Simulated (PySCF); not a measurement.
## Molecular orbitals of OsS

r²SCAN at R = 2.080 Å; basis Os def2-TZVPP with ECP60, S def2-TZVPP; scalar-relativistic core potentials; PySCF 2.14. State: quintet, unpaired electrons π ↑↑, δ ↑↑, a mixture of terms (⟨Lz²⟩ = 1.9). Only the outer orbitals are listed, counted within each symmetry, core potentials removing the inner ones.

| spin | orbital | occ. | ε (eV) | on Os (%) | main shells (%) |
| --- | --- | --- | --- | --- | --- |
| α | 7σ | 1 | -9.46 | 48 | 44 S p, 44 Os d |
| α | 3π | 1 | -9.23 | 68 | 68 Os d, 31 S p |
| α | 3π | 1 | -8.77 | 62 | 62 Os d, 36 S p |
| α | 1δ | 1 | -8.16 | 93 | 59 Os d, 33 Os s |
| α | 1δ | 1 | -7.88 | 100 | 100 Os d |
| α | 8σ | 1 | -6.39 | 99 | 63 Os d, 36 Os s |
| α | 4π | 1 | -5.85 | 36 | 64 S p, 29 Os d |
| α | 4π | 1 | -5.52 | 40 | 59 S p, 34 Os d |
| α | 9σ | 0 | -3.45 | 64 | 35 S p, 23 Os p, 22 Os s |
| α | 5π | 0 | -0.91 | 94 | 92 Os p |
| α | 5π | 0 | -0.40 | 96 | 93 Os p |
| β | 7σ | 1 | -8.78 | 31 | 60 S p, 24 Os d, 8 S s |
| β | 3π | 1 | -7.53 | 44 | 54 S p, 42 Os d |
| β | 3π | 1 | -7.28 | 39 | 59 S p, 36 Os d |
| β | 8σ | 1 | -5.33 | 97 | 67 Os d, 30 Os s |
| β | 1δ | 0 | -4.19 | 96 | 73 Os d, 23 Os s |
| β | 1δ | 0 | -3.92 | 99 | 100 Os d |
| β | 4π | 0 | -3.55 | 59 | 54 Os d, 40 S p |

Task: Which are the highest filled and the lowest empty level, where do they sit, and how wide is the gap?

Result: Highest filled β 8σ at -5.33 eV (in %: 67 Os d, 30 Os s); lowest empty β 1δ at -4.19 eV (in %: 73 Os d, 23 Os s); the gap at r²SCAN is 1.14 eV.

* bond order (Mayer): 2.29
* ⟨S²⟩: 6.032
* charge on Os (Mulliken, basis-dependent): 0.23
* charge on Os (Löwdin, basis-dependent): -0.11
* dipole moment (positive dipole means Os(−)S(+)): -2.93 D

Spin–orbit coupling is left out. The state is the lowest single determinant that the PBE0 search found; with open d or f shells the true ground state can be another one.
